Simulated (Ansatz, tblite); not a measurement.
Removing and adding an electron: the cluster Cd2TeF2 (the lowest singlet isomer of a short search). The state is a singlet with charge 0. Geometry: r2SCAN-D4/def2-SVP. Ansatz, gas phase; energy differences of separate SCF runs; the oxidised species was run as a doublet alone; the reduced species was run as a doublet alone.

```xyz
5

Cd    0.766   -1.422   -0.761
Cd   -0.452    1.591    0.672
Te    1.790    0.965   -0.507
F    -2.118    2.066    1.545
F     0.013   -3.199   -0.949
```

In the def2 sets Cd, Te take a core potential; there is no spin–orbit coupling. The xTB rows come from tblite. Correlated methods freeze 6 core orbitals; core or outer-core shells of Cd, Te are correlated, in sets that lack core-valence functions. The rows differ in basis, and correlated rows in double-zeta sets carry the largest basis error. The structure comes from a short search, and lower isomers may exist.

```
               level  −HOMO (eV)  vertical IE (eV)  −LUMO (eV)  vertical EA (eV)  HOMO–LUMO gap (eV)  IE − EA (eV)                       remarks
   PBE-D4/def2-TZVPD        6.27                 –        3.23              1.16                3.04             –  HOMO above zero (-1 doublet)
 r2SCAN-D4/def2-TZVP        6.48              9.04        2.98                 –                3.50             –                             –
r2SCAN-D4/def2-TZVPD        6.49                 –        3.00              1.05                3.49             –  HOMO above zero (-1 doublet)
   PBE0-D4/def2-TZVP        7.24              9.10        2.41                 –                4.83             –                             –
        MP2/def2-SVP           –              8.87           –                 –                   –             –                             –
       CCSD/def2-SVP           –              8.73           –                 –                   –             –                             –
```

Question: Estimate the rows for GFN1-xTB, GFN2-xTB, HF/def2-SVP, PBE-D4/def2-TZVP, PBE0-D4/def2-TZVPD, CCSD(T)/def2-SVP.

Answer: 
```json
{"level": "GFN1-xTB", "−HOMO (eV)": "10.96", "vertical IE (eV)": "13.57", "−LUMO (eV)": "7.63", "vertical EA (eV)": "5.39", "HOMO–LUMO gap (eV)": "3.33", "IE − EA (eV)": "8.18", "remarks": "–"}
{"level": "GFN2-xTB", "−HOMO (eV)": "11.67", "vertical IE (eV)": "14.87", "−LUMO (eV)": "7.56", "vertical EA (eV)": "4.10", "HOMO–LUMO gap (eV)": "4.12", "IE − EA (eV)": "10.77", "remarks": "–"}
{"level": "HF/def2-SVP", "−HOMO (eV)": "–", "vertical IE (eV)": "8.10", "−LUMO (eV)": "–", "vertical EA (eV)": "–", "HOMO–LUMO gap (eV)": "–", "IE − EA (eV)": "–", "remarks": "–"}
{"level": "PBE-D4/def2-TZVP", "−HOMO (eV)": "6.24", "vertical IE (eV)": "8.98", "−LUMO (eV)": "3.19", "vertical EA (eV)": "–", "HOMO–LUMO gap (eV)": "3.05", "IE − EA (eV)": "–", "remarks": "–"}
{"level": "PBE0-D4/def2-TZVPD", "−HOMO (eV)": "7.25", "vertical IE (eV)": "–", "−LUMO (eV)": "2.44", "vertical EA (eV)": "1.02", "HOMO–LUMO gap (eV)": "4.81", "IE − EA (eV)": "–", "remarks": "HOMO above zero (-1 doublet)"}
{"level": "CCSD(T)/def2-SVP", "−HOMO (eV)": "–", "vertical IE (eV)": "8.75", "−LUMO (eV)": "–", "vertical EA (eV)": "–", "HOMO–LUMO gap (eV)": "–", "IE − EA (eV)": "–", "remarks": "–"}
```

   A HOMO above zero means that the electron is unbound at that level or that self-interaction error raises the level; the energy of removing that electron tells which. Raw xTB energy differences between charge states are shifted by several eV; the methods need an empirical correction for them.
